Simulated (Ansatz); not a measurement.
System: C₂H₆ClGaO₂, net charge 0, singlet state. 
Geometry from a B3LYP-D3(BJ)/def2-TZVP (Ansatz, a program for electronic structure) optimisation:
```xyz
12

C      2.7697    -0.6224     0.2531
O      1.4889    -1.1606    -0.0502
Ga    -0.0035    -0.2137    -0.0485
Cl     0.0312     1.8871     0.4293
O     -1.5253    -1.0212    -0.4439
C     -2.7857    -0.3637    -0.4794
H      3.4319    -0.7733    -0.6030
H      3.1852    -1.1523     1.1138
H      2.7413     0.4462     0.4849
H     -2.7245     0.6945    -0.2095
H     -3.2015    -0.4403    -1.4871
H     -3.4654    -0.8599     0.2176
```
Charge 0, spin multiplicity 1.

Basis-set convergence of Hartree-Fock and CCSD(T) correlation energies (hartree) with Ansatz. Correlated levels leave the core frozen unless marked. Spin-orbit coupling is left out. Frozen are the shells of the preceding noble gas and the d and f shells that filled before the atom's block. Non-relativistic.

```json
[
 {"basis": "def2-SVPD", "functions": "199", "E(HF)": "-2611.25133", "E(corr, CCSD(T))": "-0.97693"},
 {"basis": "def2-TZVPPD", "functions": "361", "E(HF)": "-2611.91001", "E(corr, CCSD(T))": "-1.18159"},
 {"basis": "def2-QZVPPD", "functions": "630", "E(HF)": "-2611.97237", "E(corr, CCSD(T))": "-1.25612"}
]
```

Extrapolating the two largest sets (X = 3 and 4) as X^-3: E(corr) = (64·(-1.25612) - 27·(-1.18159))/37 = -1.3105 Eh, an estimate of the basis-set limit. The largest set recovers 95.8 % of it, the smallest 74.5 %.
